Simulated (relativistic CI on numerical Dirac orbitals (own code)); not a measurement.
B²⁺: calculation against measurement

Calculated at this level of theory: Dirac-Coulomb-Breit CI, KLI orbitals optimised for each configuration, a model potential for QED, valence Slater integrals scaled by 0.85, P86 correlation estimate, and configurations built on the next ion tied to the tabulated ionisation energy (semi-empirical) (own radial code, finite nucleus).

CI space (outside the closed core 1s2): 2s, 2p, 3s, 3p, 3d, 4s, 4p, 4f, 4d. Levels of other configurations are missing.

```tsv
Configuration	Term (tabulated)	J	Measured (cm⁻¹)	Computed	Error	Purity (%)
2s	2S	1/2	0.0	0	0	100
2p	2P°	1/2	48358.5	49253	894	100
2p	2P°	3/2	48392.6	49283	891	100
3s	2S	1/2	180201.8	180179	-23	100
3p	2P°	1/2	192949.2	193127	178	100
3p	2P°	3/2	192959.4	193135	176	100
3d	2D	5/2	196071.2	194627	-1444	100
4s	2S	1/2	237695.5	237830	135	100
4d	2D	5/2	244138.9	243885	-254	100
```

Measured levels from Moore, Atomic Energy Levels, vol. I, NSRDS-NBS 35 (1971 reprint of NBS Circular 467, 1949); pairs were made by configuration, J and term (by order where the table uses no LS term), so strongly mixed levels may be paired wrongly. The analysis dates from before 1960.

Mean error by configuration (cm⁻¹): 2p 893; 3s -23; 3p 177; 3d -1444; 4s 135; 4d -254. Over the excited levels the mean absolute error is 499 cm⁻¹ (8 of the 8 excited levels that our extract of the source holds in range could be paired), and the median relative error of those above 1,000 cm⁻¹ is 0.098 %.
